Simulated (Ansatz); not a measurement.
Born–Oppenheimer molecular dynamics of F2H3NSi (7 atoms, charge 0, multiplicity 1). It starts from a relaxed structure.

Method: RKS revPBE/def2-SVP in Ansatz.

```json
{
  "ensemble": "NVT, Nosé–Hoover chain",
  "time step": "1 fs",
  "steps asked": "150",
  "set temperature": "1500 K",
  "thermostat": "time constant 300 fs, chain length 5",
  "seed": "282090"
}
```

Frames 10 fs apart, positions in Å.

Velocities at 10 fs (Å/ps):

```
Si 3.09 -4.68 5.26
N -3.73 5.95 13.35
H -16.15 26.49 -44.97
H 5.26 8.66 -24.18
F -1.95 -0.14 -6.80
H 9.49 -7.61 10.08
F 0.21 1.20 -7.69
```

```xyz
7
Properties=species:S:1:pos:R:3 time_fs=10 energy_less_start_eV=0.409 T=874
Si 0.036 -0.044 0.133
N 0.012 0.225 1.865
H -0.822 0.350 2.420
H 0.507 -0.532 2.344
F 1.483 0.230 -0.605
H -0.889 0.922 -0.445
F -0.486 -1.380 -0.614
7
Properties=species:S:1:pos:R:3 time_fs=20 energy_less_start_eV=0.569 T=632
Si 0.054 -0.055 0.172
N 0.009 0.253 1.930
H -0.951 0.467 2.070
H 0.462 -0.426 2.549
F 1.464 0.220 -0.648
H -0.905 1.042 -0.314
F -0.481 -1.392 -0.675
7
Properties=species:S:1:pos:R:3 time_fs=30 energy_less_start_eV=0.802 T=277
Si 0.048 -0.027 0.170
N 0.041 0.211 1.901
H -0.919 0.456 2.037
H 0.174 -0.135 2.830
F 1.445 0.202 -0.644
H -0.911 1.087 -0.094
F -0.462 -1.402 -0.680
7
Properties=species:S:1:pos:R:3 time_fs=40 energy_less_start_eV=0.362 T=961
Si 0.024 -0.009 0.143
N 0.017 0.148 1.861
H -0.759 0.744 2.007
H 0.575 -0.254 2.577
F 1.442 0.191 -0.610
H -0.949 1.023 -0.210
F -0.435 -1.377 -0.623
7
Properties=species:S:1:pos:R:3 time_fs=50 energy_less_start_eV=0.335 T=1010
Si -0.015 0.022 0.104
N -0.015 0.082 1.787
H -0.230 0.764 2.466
H 0.783 -0.332 2.229
F 1.476 0.197 -0.567
H -0.992 1.017 -0.508
F -0.423 -1.376 -0.543
7
Properties=species:S:1:pos:R:3 time_fs=60 energy_less_start_eV=0.368 T=960
Si -0.056 0.098 0.031
N 0.001 -0.001 1.796
H 0.072 0.808 2.369
H 0.806 -0.598 1.814
F 1.514 0.216 -0.510
H -0.929 1.112 -0.647
F -0.433 -1.439 -0.466
7
Properties=species:S:1:pos:R:3 time_fs=70 energy_less_start_eV=0.611 T=589
Si -0.073 0.144 -0.033
N 0.022 -0.085 1.741
H 0.416 0.764 2.128
H 0.729 -0.749 2.005
F 1.525 0.249 -0.454
H -0.871 1.200 -0.632
F -0.452 -1.474 -0.385
7
Properties=species:S:1:pos:R:3 time_fs=80 energy_less_start_eV=0.463 T=818
Si -0.047 0.091 -0.040
N 0.034 -0.082 1.659
H 0.544 0.680 2.076
H 0.378 -0.975 1.975
F 1.517 0.303 -0.433
H -0.909 1.206 -0.590
F -0.477 -1.435 -0.332
7
Properties=species:S:1:pos:R:3 time_fs=90 energy_less_start_eV=0.350 T=999
Si 0.002 0.027 -0.005
N 0.027 -0.025 1.649
H 0.581 0.466 2.352
H -0.102 -0.994 1.895
F 1.524 0.371 -0.470
H -0.918 1.015 -0.681
F -0.528 -1.428 -0.345
7
Properties=species:S:1:pos:R:3 time_fs=100 energy_less_start_eV=0.302 T=1085
Si 0.058 0.017 0.017
N -0.008 0.000 1.766
H 0.688 0.317 2.476
H -0.603 -0.741 2.138
F 1.546 0.436 -0.544
H -0.820 0.835 -0.799
F -0.592 -1.493 -0.402
7
Properties=species:S:1:pos:R:3 time_fs=110 energy_less_start_eV=0.628 T=591
Si 0.087 -0.017 0.042
N -0.050 0.002 1.843
H 0.789 0.299 2.397
H -0.904 -0.255 2.360
F 1.560 0.475 -0.605
H -0.793 0.961 -0.720
F -0.608 -1.516 -0.448
7
Properties=species:S:1:pos:R:3 time_fs=120 energy_less_start_eV=0.532 T=749
Si 0.069 -0.062 0.078
N -0.042 0.013 1.792
H 0.757 0.211 2.448
H -0.909 0.235 2.337
F 1.535 0.460 -0.614
H -0.843 1.044 -0.416
F -0.558 -1.466 -0.472
```

Of the whole run (150 fs, mean temperature of the second half 888 K): The conserved energy stayed within 1.7 meV per atom of its start (net change 1.3 meV per atom), so the integration is sound. The mean temperature of the second half is 41 % below the set value. A run of 0.15 ps of so small a system gives no equilibrium averages.

Run time: 4.1 min on 1 thread of AMD EPYC 7R43 64-Core Processor (Zen 3) (shared host), peak memory 0.15 GiB.
